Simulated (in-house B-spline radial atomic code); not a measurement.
A run on Sc⁺ (an excited or competing configuration) that did not converge. Method: non-relativistic TPSSh, spin-polarised, spherical fractional occupations, exact exchange averaged over the configuration, point nucleus; computed with an all-electron radial atomic-structure program (B-spline basis).

Command:
```bash
python run_scf.py task.json out
```
Settings:
```
Z                21
configuration    [Ar] 3d1 4f1
hamiltonian      nr
method           tpssh
spin_polarised   True
exact_exchange   averaged over the configuration
```

First and last ten iterations of the last attempt (damped for 15 steps, keeping 80 % of the old Fock matrix, then DIIS):
```
 iter        energy (Eh)    residual
    1        -760.053403    3.13e-02
    2        -760.055425    7.91e-04
    3        -760.055428    6.31e-04
    4        -760.055430    5.04e-04
    5        -760.055431    4.04e-04
    6        -760.055432    3.24e-04
    7        -760.055433    2.60e-04
    8        -760.055433    2.10e-04
    9        -760.055433    1.69e-04
   10        -760.055434    1.36e-04
  111        -760.055435    4.44e-07
  112        -760.055435    5.47e-07
  113        -760.055435    5.47e-07
  114        -760.055435    5.47e-07
  115        -760.055435    5.47e-07
  116        -760.055435    5.47e-07
  117        -760.055435    5.47e-07
  118        -760.055435    5.47e-07
  119        -760.055435    5.47e-07
  120        -760.055435    5.47e-07
 not converged after 120 iterations
```

The smallest residual met was 4.4e-07; the threshold is about 2e-07. Over the last five steps the energy moves by less than 1e-08 hartree, but the orbitals didn't meet the threshold. Cost of the run: 6.6 s on 1 thread of Arm Neoverse N1 (shared host).
